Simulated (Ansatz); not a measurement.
Cost and result up the ladder for Si35H42, a nanocrystal cut from hexagonal silicon (77 atoms). The state is a singlet with charge 0. Geometry: r2SCAN-D4/def2-SVP.

```xyz
77

Si   -4.067    1.111    2.270
Si   -2.550    2.559    1.171
Si    1.183    1.778    3.534
Si    2.675    3.249    2.436
Si   -3.758   -3.694    4.982
Si   -4.829   -2.576    3.215
Si   -1.194   -1.230    3.118
Si   -3.324   -1.113    2.125
Si    0.324    0.204    2.015
Si   -0.755    1.344    0.267
Si    2.878    2.667    0.169
Si    0.752    2.800   -0.824
Si    4.379    4.138   -0.915
Si    3.281    5.273   -2.658
Si   -5.712   -4.135    1.694
Si   -3.140   -1.669   -0.154
Si   -1.615   -0.233   -1.246
Si   -2.697    0.901   -2.995
Si    0.937    2.229   -3.096
Si   -1.194    2.376   -4.072
Si    2.434    3.699   -4.188
Si   -1.825   -4.847    4.298
Si   -0.432   -3.450    3.002
Si    2.109   -1.026    1.107
Si    3.616    0.436    0.011
Si    6.175    2.927   -1.830
Si   -4.042   -5.350    0.570
Si   -0.318   -4.050    0.731
Si   -2.413   -3.897   -0.328
Si    1.228   -2.627   -0.378
Si    0.181   -1.461   -2.136
Si    3.833   -0.128   -2.262
Si    1.691    0.002   -3.226
Si    5.333    1.343   -3.351
Si    4.238    2.490   -5.089
H    -4.187    1.502    3.711
H    -5.422    1.224    1.640
H    -2.020    3.574    2.138
H    -3.251    3.294    0.069
H     0.052    2.549    4.145
H     1.897    1.051    4.633
H     2.168    4.657    2.532
H     4.022    3.194    3.089
H    -3.325   -2.681    5.998
H    -4.718   -4.637    5.643
H    -5.963   -1.769    3.781
H    -1.316   -0.808    4.554
H     0.244    4.209   -0.711
H     4.895    5.132    0.086
H     2.166    6.107   -2.107
H     4.249    6.180   -3.356
H    -6.643   -5.068    2.407
H    -6.495   -3.398    0.651
H    -4.493   -1.524   -0.788
H    -3.865    1.663   -2.446
H    -3.219   -0.105   -3.976
H    -1.687    3.786   -3.953
H    -1.101    2.037   -5.529
H     1.701    4.411   -5.288
H    -1.065   -5.246    5.528
H    -2.186   -6.095    3.555
H     0.961   -3.521    3.559
H     2.843   -1.716    2.219
H     4.954    0.332    0.684
H     6.940    2.239   -0.740
H     7.105    3.863   -2.542
H    -3.422   -6.363    1.481
H    -4.686   -6.086   -0.566
H     0.176   -5.463    0.626
H    -2.216   -4.239   -1.776
H     2.347   -3.461   -0.931
H    -0.347   -2.436   -3.148
H     4.348   -1.533   -2.380
H     1.769   -0.386   -4.675
H     6.466    0.538   -3.917
H     5.197    3.433   -5.751
H     3.744    1.519   -6.117
```

Ansatz on 11 threads of AMD EPYC 7R13 on a shared host and a whole NVIDIA H100 80GB HBM3. Times are rough, and most runs start from the orbitals of an earlier one. PBE0-D4/def2-TZVP serves as the yardstick here, not as an exact answer. Differences are given only for rows in sets of like size (and for xTB, whose basis is part of the method), since another set adds its own error. Binding counts from free atoms at the same level (Si triplet, H doublet; other spins of the atoms weren't run), without zero-point energy or a counterpoise term.

B3LYP takes the VWN-RPA correlation. Correlated methods freeze 175 core orbitals. The rows differ in basis, and correlated rows in double-zeta sets carry the largest basis error. Single mean-field runs in 6-31G, def2-SVP, def2-TZVP are fitted with def2-universal-jkfit.

Correlated methods converge slowly with the basis, most of all in double-zeta sets.

```json
{"level": "HF/STO-3G", "functions": "357", "wall time": "3.2 s", "binding energy per atom (eV)": "3.79", "difference from PBE0-D4/def2-TZVP (eV)": "–"}
{"level": "B3LYP-D4/6-31G", "functions": "539", "wall time": "5 s", "binding energy per atom (eV)": "3.05", "difference from PBE0-D4/def2-TZVP (eV)": "–"}
{"level": "HF/6-31G", "functions": "539", "wall time": "5.5 s", "binding energy per atom (eV)": "2.04", "difference from PBE0-D4/def2-TZVP (eV)": "–"}
{"level": "PBE-D4/def2-SVP", "functions": "840", "wall time": "7 s", "binding energy per atom (eV)": "3.37", "difference from PBE0-D4/def2-TZVP (eV)": "–"}
{"level": "PBE0-D4/def2-SVP", "functions": "840", "wall time": "10 s", "binding energy per atom (eV)": "3.37", "difference from PBE0-D4/def2-TZVP (eV)": "–"}
{"level": "PBE-D4/def2-TZVP", "functions": "1547", "wall time": "11 s", "binding energy per atom (eV)": "3.36", "difference from PBE0-D4/def2-TZVP (eV)": "0.00"}
{"level": "r2SCAN-D4/def2-TZVP", "functions": "1547", "wall time": "13 s", "binding energy per atom (eV)": "3.37", "difference from PBE0-D4/def2-TZVP (eV)": "0.01"}
{"level": "MP2/def2-SVP", "functions": "840", "wall time": "13 s", "binding energy per atom (eV)": "3.10", "difference from PBE0-D4/def2-TZVP (eV)": "–"}
{"level": "revPBE-D4/def2-TZVP (with forces)", "functions": "1547", "wall time": "14 s", "binding energy per atom (eV)": "3.32", "difference from PBE0-D4/def2-TZVP (eV)": "-0.04"}
{"level": "PBE0-D4/def2-TZVP (with forces)", "functions": "1547", "wall time": "21 s", "binding energy per atom (eV)": "3.37", "difference from PBE0-D4/def2-TZVP (eV)": "0.00"}
```
